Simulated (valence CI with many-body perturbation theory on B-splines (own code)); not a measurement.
**Au XXIX: calculated level list**

Calculated by configuration interaction combined with many-body perturbation theory (CI+MBPT): five valence electrons over a frozen Dirac-Fock core [Kr] 4d10, radial functions for each j: 7 s, 7 p, 7 d, 7 f, 4 g, 2 h, with the one-electron correlation potential Σ1 (screened to all orders), the two-electron term Σ2, the three-electron term Σ3, Breit, model QED; selected single and double excitations, second order for the rest, scaled by the run's own slope (own B-spline code, finite nucleus).

The last digits are not significant, and no measured levels were compared; by estimate large intervals hold to a few tenths of a per cent, small ones and those within an open d or f shell to about a per cent. Core correlation moves these levels by up to 4900 cm⁻¹, and in measured spectra 5 to 20 % of such shifts remained as error; rates that hang on mixing are uncertain with them. Among the levels kept, up to 790 cm⁻¹ of a level comes from second order outside the variational space, and about a tenth of that is noise between levels of different J, which matters for small intervals. Only levels of the ground parity were solved; by the run's estimate the other parity begins above the list, which can be wrong where configurations are misplaced.

Levels 1 to 45 of 51, with energies above the lowest level, (4f5/2^5) J=5/2. "Leading %" is the weight of the configuration and term that name the level; weights of strongly mixed levels are sums over their largest components and can fall short. In the jj column 3d3/2^4 stands for four electrons in 3d with j = 3/2.

```csv
No.,Configuration,Term,J,E (eV),Leading %,g,Leading jj
1,4f5,6H°,5/2,0.000,53,0.488,4f5/2^5 (65 %)
2,4f5,6H°,7/2,2.465,73,0.879,4f5/2^4 4f7/2 (75 %)
3,4f5,6F°,5/2,4.071,34,1.057,4f5/2^4 4f7/2 (58 %)
4,4f5,6F°,3/2,4.334,59,0.933,4f5/2^4 4f7/2 (80 %)
5,4f5,6H°,9/2,4.382,80,1.060,4f5/2^3 4f7/2^2 (56 %)
6,4f5,6F°,1/2,4.695,75,-0.470,4f5/2^4 4f7/2 (61 %)
7,4f5,6H°,11/2,5.783,71,1.146,4f5/2^3 4f7/2^2 (45 %)
8,4f5,6F°,7/2,6.146,58,1.285,4f5/2^3 4f7/2^2 (49 %)
9,4f5,6H°,13/2,6.759,53,1.172,4f5/2^4 4f7/2 (39 %)
10,4f5,4I°,15/2,6.788,23,1.087,4f5/2^4 4f7/2 (78 %)
11,4f5,6F°,9/2,7.820,63,1.336,4f5/2^3 4f7/2^2 (41 %)
12,4f5,6F°,5/2,8.435,45,1.000,4f5/2^3 4f7/2^2 (69 %)
13,4f5,4M°,15/2,9.128,36,1.067,4f5/2^3 4f7/2^2 (67 %)
14,4f5,6F°,11/2,9.256,52,1.309,4f5/2^3 4f7/2^2 (34 %)
15,4f5,4F°,3/2,9.567,67,0.608,4f5/2^3 4f7/2^2 (77 %)
16,4f5,4I°,9/2,9.788,56,0.863,4f5/2^3 4f7/2^2 (58 %)
17,4f5,4L°,13/2,9.917,45,0.964,4f5/2^3 4f7/2^2 (42 %)
18,4f5,4K°,11/2,10.016,45,0.973,4f5/2^3 4f7/2^2 (46 %)
19,4f5,4P°,5/2,10.251,31,1.335,4f5/2^3 4f7/2^2 (56 %)
20,4f5,4G°,7/2,10.930,41,1.038,4f5/2^3 4f7/2^2 (61 %)
21,4f5,4M°,17/2,11.181,62,1.009,4f5/2^3 4f7/2^2 (96 %)
22,4f5,2P°,1/2,11.385,66,0.409,4f5/2^3 4f7/2^2 (57 %)
23,4f5,6P°,3/2,11.883,48,1.938,4f5/2^3 4f7/2^2 (68 %)
24,4f5,4G°,9/2,12.562,45,1.065,4f5/2^3 4f7/2^2 (82 %)
25,4f5,4L°,15/2,12.596,49,1.001,4f5/2^3 4f7/2^2 (79 %)
26,4f5,2G°,7/2,12.780,36,0.864,4f5/2^3 4f7/2^2 (47 %)
27,4f5,4M°,19/2,12.804,56,1.056,4f5/2^3 4f7/2^2 (75 %)
28,4f5,4I°,9/2,13.138,27,1.035,4f5/2^4 4f7/2 (42 %)
29,4f5,4H°,11/2,13.233,34,1.100,4f5/2^3 4f7/2^2 (62 %)
30,4f5,4F°,5/2,13.264,48,0.874,4f5/2^3 4f7/2^2 (48 %)
31,4f5,4M°,21/2,13.454,48,1.078,4f5/2^3 4f7/2^2 (80 %)
32,4f5,4K°,13/2,13.478,53,0.951,4f5/2^3 4f7/2^2 (74 %)
33,4f5,2K°,15/2,13.772,27,1.082,4f5/2^2 4f7/2^3 (44 %)
34,4f5,2M°,17/2,13.835,35,1.021,4f5/2^3 4f7/2^2 (87 %)
35,4f5,4D°,7/2,14.170,41,1.434,4f5/2^3 4f7/2^2 (58 %)
36,4f5,4I°,13/2,14.270,42,1.083,4f5/2^3 4f7/2^2 (75 %)
37,4f5,6P°,5/2,14.399,29,1.372,4f5/2^3 4f7/2^2 (49 %)
38,4f5,4I°,11/2,14.497,52,0.956,4f5/2^2 4f7/2^3 (66 %)
39,4f5,4L°,13/2,14.753,19,1.058,4f5/2^3 4f7/2^2 (48 %)
40,4f5,4D°,3/2,14.962,35,1.288,4f5/2^2 4f7/2^3 (38 %)
41,4f5,4G°,9/2,15.182,22,1.066,4f5/2^3 4f7/2^2 (44 %)
42,4f5,4G°,7/2,15.424,57,0.993,4f5/2^3 4f7/2^2 (53 %)
43,4f5,2I°,11/2,15.642,24,1.067,4f5/2^3 4f7/2^2 (41 %)
44,4f5,4G°,5/2,15.722,53,0.831,4f5/2^3 4f7/2^2 (40 %)
45,4f5,4F°,7/2,15.769,42,1.094,4f5/2^2 4f7/2^3 (49 %)
```

Where two levels of one J and parity lie close, their mixing, g and order are uncertain.

The ionisation energy to 4f4 5I_4 of the next ion comes out as 968.58 eV (NIST: 990 ± 50 eV (theoretical)). All 51 levels together are meant to be complete up to 16.722 eV.
